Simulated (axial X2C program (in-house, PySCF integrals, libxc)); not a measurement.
LiCa⁻: cheaper levels and CCSD(T), two-component

Computed with an in-house all-electron X2C program for linear molecules (integrals from PySCF). Two-component (2c) means X2C with spin–orbit coupling and atomic mean-field two-electron Coulomb and Gaunt terms. Basis: Ca dyall-acv3z [12s13p7d5f], Li dyall-av3z [9s9p3d] (cores contracted in-house); Gaussian nuclei, density fitting, unrestricted open shells. Masses: Ca 39.963 u, Li 7.016 u.

State: Ω = 0 (closed shell); fragments Ca + Li-.

| level | Re (Å) | ωe (cm⁻¹) | De (eV) |
| --- | --- | --- | --- |
| PBE0 | 3.698 | 155.6 | 0.582 |
| HF | 4.017 | 114.3 | 0.265 |
| MP2 | 3.776 | 142.8 | 0.438 |
| CCSD | 3.745 | 149.7 | 0.505 |
| r2SCAN | 3.681 | 160.2 | 0.628 |

Correlated methods: 12 electrons correlated (number of frozen shells: Ca 2 s, 1 p; Li 1 s), 274 virtual spin orbitals or spinors in MP2, 90 natural virtuals in coupled cluster.

CCSD(T), same Hamiltonian and basis:

Re = 3.705 Å, ωe = 155.2 cm⁻¹, De = 0.55 eV; T1 = 0.026 (Lee–Taylor normalisation).

Give the differences from CCSD(T) in the columns below.



| level | ΔRe (Å) | Δωe (cm⁻¹) | ΔDe (eV) |
| --- | --- | --- | --- |
| PBE0 | -0.007 | 0.4 | 0.03 |
| HF | 0.312 | -40.9 | -0.29 |
| MP2 | 0.071 | -12.4 | -0.11 |
| CCSD | 0.040 | -5.5 | -0.05 |
| r2SCAN | -0.024 | 5.0 | 0.08 |

One determinant describes the state; a PBE0 search over occupations chose it and may have missed a lower one. Dissociation energies refer to the lowest single-determinant-based atoms at the same level and basis. Coupled cluster ran in a truncated set of natural virtual spinors; the MP2 energy of the rest was added. (T) has no such correction and the atoms are truncated less, which lowers De at CCSD(T) by a hundredth of an eV or more. PBE0 can misorder states that lie within some tenths of an eV, so this need not be the ground state of the molecule. The nearest other 2c determinant of the search, Ω = 1, lies 0.41 eV up at the distance of the search. The highest occupied level of some functionals is positive through self-interaction error; at Hartree–Fock it is bound. The T1 diagnostic is large, a sign of multireference character. Hartree–Fock gets electron affinities wrong, so its lowest charge split need not be the true one.
